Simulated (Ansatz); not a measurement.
System: CH6GeO3, net charge 1, doublet state. SMILES of the parent species: [CH3][Ge]([OH])([OH])[OH]
Geometry from a B3LYP-D3(BJ)/def2-TZVP (Ansatz, an electronic-structure program) optimisation:
```
Ge
O 1 1.7338
H 2 0.9701 1 116.83
O 1 1.7338 2 116.23 3 -11.83
H 4 0.9701 1 116.83 2 -154.22
O 1 1.7338 2 116.23 3 -154.22
H 6 0.9701 1 116.83 2 -11.83
C 1 2.2319 2 101.34 3 96.97
H 8 1.0857 1 99.21 2 -74.50
H 8 1.0857 9 117.49 1 -105.49
H 8 1.0857 9 117.49 10 -149.03
```
Charge +1, spin multiplicity 2.

Parts of the frozen-core correlation energy in aug-cc-pVDZ (Ansatz, hartree). Frozen orbitals: 18; correlated occupied orbitals by spin: 16 and 15; virtual: 148 and 149. UHF or UKS for open shells. Spin-orbit coupling is left out. No relativistic terms.

| term | value |
|---|---|
| reference (HF) | -2341.08569 |
| MP2 opposite-spin | ___ |
| MP2 same-spin | -0.21510 |
| CCSD correlation | ___ |
| (T) | ___ |
| T1 diagnostic | 0.020 |
| largest doubles amplitude | 0.019 |
| <S^2> of the reference | 0.762 |

**Question.** Some entries are withheld; supply them.

**Answer.** 
- MP2 opposite-spin, value: -0.61764
- CCSD correlation, value: -0.86566
- (T), value: -0.02727
